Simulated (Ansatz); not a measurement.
Geometry optimisation, RKS BHLYP-D4/def2-SVP in Ansatz 0.2.0.

Input:

```yaml
crystal:
  periodic: [false, false, false]
  atoms:
    - { symbol: B, position_ang: [-1.6488, 1.2382, 0.5442] }
    - { symbol: Al, position_ang: [-0.1079, 0.0912, -0.0201] }
    - { symbol: C, position_ang: [-0.2667, -1.0543, -1.6518] }
    - { symbol: C, position_ang: [1.6344, 0.1027, 1.0677] }
    - { symbol: Cl, position_ang: [1.183, -0.4424, 2.7085] }
    - { symbol: H, position_ang: [-1.62, 1.9769, 1.4949] }
    - { symbol: H, position_ang: [-2.659, 1.2841, -0.1099] }
    - { symbol: H, position_ang: [-0.3741, -0.4026, -2.5355] }
    - { symbol: H, position_ang: [0.7175, -1.6012, -1.7255] }
    - { symbol: H, position_ang: [-1.0727, -1.7677, -1.4934] }
    - { symbol: H, position_ang: [2.2863, -0.6041, 0.6411] }
    - { symbol: H, position_ang: [2.005, 1.1242, 1.1139] }
basis:
  gaussian: { orbitals: def2-SVP }
hamiltonian:
  xc: { name: BHLYP }
  dispersion: d4
relax:
  f_tol: 0.015
  max_steps: 40
```

Command:

```bash
$ ansatz run input.yaml --threads 2 --pin off --max-ram 3072MiB --backend cpu --events-out ev --progress --plain --runs-dir out
```

Task: Where does it end, and by what steps?

Result: It converged. After 26 steps the energy has fallen by 0.625 eV; H7 moved furthest, 1.26 Å. Joined: Al2–Cl5 (3.07 → 2.58 Å).

```tsv
step	energy less start (eV)	largest force component (eV/Å)	accepted
0	0.0000	2.384	yes
1	-0.3861	0.909	yes
2	-0.4569	0.716	yes
3	-0.4980	0.645	yes
4	-0.5401	0.418	yes
5	-0.5590	0.314	yes
6	-0.5632	0.208	yes
7	-0.5671	0.057	yes
8	-0.5692	0.054	yes
9	-0.5726	0.058	yes
10	-0.5685	0.461	no
11	-0.5778	0.054	yes
12	-0.5823	0.140	yes
13	-0.5855	0.317	yes
14	-0.5673	0.771	no
15	-0.5975	0.142	yes
16	-0.6040	0.074	yes
17	-0.6101	0.221	yes
18	-0.6141	0.215	yes
19	-0.6205	0.151	yes
20	-0.5472	1.755	no
21	-0.6239	0.050	yes
22	-0.6247	0.020	yes
23	-0.6248	0.054	yes
24	-0.6243	0.068	no
25	-0.6249	0.032	yes
26	-0.6251	0.011	yes
```

```xyz
12
Properties=species:S:1:pos:R:3
B -1.685 1.386 0.603
Al -0.109 0.121 -0.034
C -0.241 -1.246 -1.424
C 1.669 0.382 0.779
Cl 1.104 -0.927 1.983
H -2.324 1.197 1.605
H -2.019 2.362 -0.017
H -0.178 -0.793 -2.422
H 0.569 -1.980 -1.350
H -1.190 -1.792 -1.385
H 2.568 -0.017 0.311
H 1.913 1.252 1.386
```

Whether the end is a true minimum wasn't checked by a vibrational analysis.

Time of the run: 77 s on 2 threads of Intel(R) Xeon(R) Platinum 8375C CPU @ 2.90GHz (Ice Lake) (shared host), peak memory 0.28 GiB.
